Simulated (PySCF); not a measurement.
CH7FOSi2, SMILES O([Si@@H](C)F)[SiH3].

Coordinates come from a B3LYP-D3(BJ)/def2-SVP optimisation. The structure was generated by enumeration; whether it is a known compound was not checked. One conformer was computed; it need not be the lowest.

Level of theory: PySCF with B3LYP-D3(BJ)/def2-SVP.

Frequencies are harmonic and unscaled.

### Question
List the normal modes with their intensities. (The exact figures need the calculation; the answer reports its results.)

### Answer

```
mode  ν (cm⁻¹)  IR (km/mol)   moving atoms (share of kinetic energy)
----  --------  -----------  ---------------------------------------
1           19          1.4  H 39 %, O 17 %, F 17 %, C 14 %, Si 14 %
2           41          0.4                           H 74 %, O 11 %
3           66          1.1          O 28 %, Si 28 %, H 19 %, F 18 %
4          150          0.1                                   H 96 %
5          219          1.6  H 26 %, F 23 %, C 22 %, O 20 %, Si 10 %
6          281         15.1  O 25 %, F 23 %, H 21 %, Si 18 %, C 14 %
7          346         26.9          O 32 %, Si 29 %, F 25 %, H 14 %
8          575          0.1          Si 58 %, H 18 %, O 12 %, C 10 %
9          683          1.9                  H 53 %, C 29 %, Si 14 %
10         728         17.1                          H 80 %, Si 11 %
11         740         45.8                           H 82 %, Si 9 %
12         752          5.4                           H 79 %, C 15 %
13         776        149.9                  H 48 %, Si 27 %, C 18 %
14         844         17.8                  H 47 %, F 39 %, Si 11 %
15         907        367.3                          H 77 %, Si 13 %
16         941        151.5                  H 47 %, Si 33 %, F 15 %
17         958        123.1                                   H 94 %
18         960        120.8                                   H 94 %
19        1006        336.9                          H 78 %, Si 16 %
20        1113        398.7                  O 73 %, Si 17 %, H 10 %
21        1281         44.8                           H 77 %, C 23 %
22        1430          2.5                                   H 96 %
23        1431          4.1                                   H 96 %
24        2216        122.1                                   H 97 %
25        2238        123.1                                   H 97 %
26        2245        118.0                                   H 97 %
27        2280        148.3                                   H 97 %
28        3032          0.3                                   H 97 %
29        3126          3.3                            H 91 %, C 9 %
30        3127          4.0                            H 91 %, C 9 %
```
